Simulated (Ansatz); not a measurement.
Consider the formal exchange of groups at the Si–C bond: `[CH3][Al]1[O][CH]1[SiH3]` + `C=C(C)[SiH3]` → `C=C(C)[SiH2][SiH3]` + `[CH3][Al]1[CH2][O]1`.

Program: Ansatz. Geometries: PBE0-D4/def2-TZVP. ΔE: electronic, gas phase. CBS: MP2 limit from def2 TZ/QZ plus the TZ coupled-cluster correction, frozen cores. Functionals use def2-TZVPP. B3LYP here is the variant with VWN-RPA as its local correlation; programs differ in this. HSE06 is defined as in plane-wave codes. Each species was taken in one conformer, which may not be the lowest.

`[CH3][Al]1[O][CH]1[SiH3]`:

```xyz
12

C     1.944    1.816    0.529
Al    0.499    0.771   -0.211
O     0.118   -0.188   -1.569
C    -1.081   -0.161   -0.652
Si   -1.492   -1.819    0.075
H     2.807    1.175    0.728
H     1.659    2.306    1.462
H     2.259    2.585   -0.182
H    -1.923    0.370   -1.102
H    -0.296   -2.349    0.795
H    -2.599   -1.668    1.063
H    -1.895   -2.837   -0.936
```

`C=C(C)[SiH3]`:

```xyz
12

C    -0.847   -0.721   -1.154
C    -0.217   -0.027   -0.207
C    -0.650    1.353    0.186
Si    1.252   -0.783    0.667
H    -0.536   -1.720   -1.441
H    -1.706   -0.311   -1.683
H    -0.905    1.398    1.250
H    -1.520    1.681   -0.388
H     0.156    2.078    0.030
H     2.459    0.072    0.489
H     1.521   -2.138    0.121
H     0.993   -0.882    2.130
```

`C=C(C)[SiH2][SiH3]`:

```xyz
15

C    -0.787   -0.047   -2.032
C     0.020   -0.278   -0.998
C     1.506   -0.099   -1.094
Si   -0.707   -0.815    0.642
Si   -0.375    0.833    2.275
H    -0.397    0.282   -2.993
H    -1.862   -0.179   -1.966
H     1.806    0.221   -2.095
H     2.030   -1.032   -0.862
H     1.864    0.645   -0.376
H    -0.045   -2.067    1.109
H    -2.163   -1.075    0.478
H    -1.080    2.089    1.897
H     1.076    1.139    2.416
H    -0.886    0.383    3.599
```

`[CH3][Al]1[CH2][O]1`:

Z-matrix (Å, degrees):
```
C
Al 1 1.934
H 1 1.093 2 110.3
H 1 1.091 2 112.2 3 -121.0
H 1 1.094 2 110.1 3 118.6
C 2 1.883 1 171.7 3 132.2
O 2 1.707 1 139.6 3 -49.4
H 6 1.091 2 123.8 1 80.7
H 6 1.091 2 123.8 1 -83.4
```

```tsv
level	ΔE (kJ/mol)	difference from CCSD(T)/CBS
LDA (SPW92)	-5.5	-9.1
PBE-D4	-8.6	-12.2
revPBE-D4	-7.5	-11.1
BLYP-D4	0.2	-3.4
r2SCAN-D4	-0.8	-4.4
B97M-V	-1.3	-4.9
PBE0-D4	-6.5	-10.1
B3LYP-D4	1.1	-2.5
r2SCANh-D4	-0.6	-4.2
r2SCAN0-D4	-0.3	-3.9
HSE06-D4	-6.5	-10.1
BHLYP-D4	4.3	0.7
CAM-B3LYP-D4	4.0	0.4
ωB97X-V	1.3	-2.3
ωB97M-V	7.0	3.4
B2PLYP	5.4	1.8
PBE-QIDH	1.1	-2.5
revPBE	-8.2	-11.8
r2SCAN	-0.2	-3.8
PBE0	-5.4	-9.0
B3LYP	2.4	-1.2
r2SCANh	0.0	-3.6
r2SCAN0	0.3	-3.3
BHLYP	5.8	2.2
CAM-B3LYP	5.3	1.7
LC-ωPBE	-1.1	-4.7
RPA@PBE/def2-TZVPP	4.5	0.9
HF/def2-SVP	9.3	5.7
CCSD(T)/def2-SVP	3.0	-0.6
HF/def2-TZVPP	10.3	6.7
MP2/def2-TZVPP	8.8	5.2
SCS-MP2/def2-TZVPP	9.9	6.3
CCSD/def2-TZVPP	3.5	-0.1
CCSD(T)/def2-TZVPP	3.3	-0.3
HF/def2-QZVPP	10.8	7.2
MP2/def2-QZVPP	9.1	5.5
SCS-MP2/def2-QZVPP	10.2	6.6
HF/CBS(def2)	10.9	7.3
MP2/CBS(def2)	9.1	5.5
CCSD/CBS(def2)	3.9	0.3
CCSD(T)/CBS	3.6	0
```

Largest T1 diagnostic among the species: 0.015.

From BLYP to BHLYP (50 % exact exchange), in def2-TZVPP and without D4, ΔE moves by +4.6 kJ/mol. Leaving LDA and LC-ωPBE aside and taking each functional with its dispersion term where it has one, the values spread over 15.6 kJ/mol, from PBE-D4 to ωB97M-V.

CCSD(T)/CBS has its own doubt, a few kJ/mol and more with outer-core shells, so smaller differences from it don't rank the levels.
